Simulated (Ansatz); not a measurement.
```yaml
crystal:
  periodic: [false, false, false]
  atoms:
    - {symbol: C, position_ang: [-0.500910, -0.193195, -1.719980]}
    - {symbol: Al, position_ang: [0.533276, 0.921952, 2.210047]}
    - {symbol: Se, position_ang: [1.049104, -3.738300, 0.678948]}
    - {symbol: H, position_ang: [-2.756775, -0.597837, -2.400073]}
    - {symbol: H, position_ang: [0.926272, 0.202374, -3.596606]}
    - {symbol: H, position_ang: [0.841651, 3.264203, 4.726023]}
basis:
  gaussian: {orbitals: def2-mTZVPP, final_grid: {core_spheres: 8, valence_spheres: 7, degree: 23}}
hamiltonian: {xc: {name: B97M-V}, pseudopotentials: {relativity: none}}
scf: {lower_state_search: light}
```

```sh
$ ansatz run in.yaml --threads 2 --pin off --events-out ev --progress --plain --max-ram 4352MiB
```

It prints (some lines left out):

```
Functional definition: B97M-V
959 factors; their error is unknown
mean field evaluation 1: about -72977.9451 eV, gradient 3.8e1 eV
mean field evaluation 2: about -72719.3543 eV, gradient 1.1e2 eV
mean field evaluation 4: about -72853.1157 eV, gradient 1.2e2 eV
mean field evaluation 8: about -72999.3849 eV, gradient 2.5e0 eV
mean field evaluation 16: about -72994.3737 eV, gradient 2.5e1 eV
mean field evaluation 32: about -72999.4649 eV, gradient 2.6e-3 eV
mean field -72999.46489207 eV, -2682.6808539692 hartree, gradient 9.9e-7 eV, S^2 0.000000; 8 other end points of the search recorded, 0 dependent functions left out
reference -72999.46495774 eV, -2682.6808563825 hartree; 28, 28 occupied and 64, 64 virtual orbitals, 959 factors
Total energy: -72999.46495774 eV, -2682.6808563825 hartree
```

**Question.** What is wrong with this run?

**Answer.** The geometry is stretched to more than twice its size. Self-consistency was reached. The result belongs to that input, not to the molecule as meant.
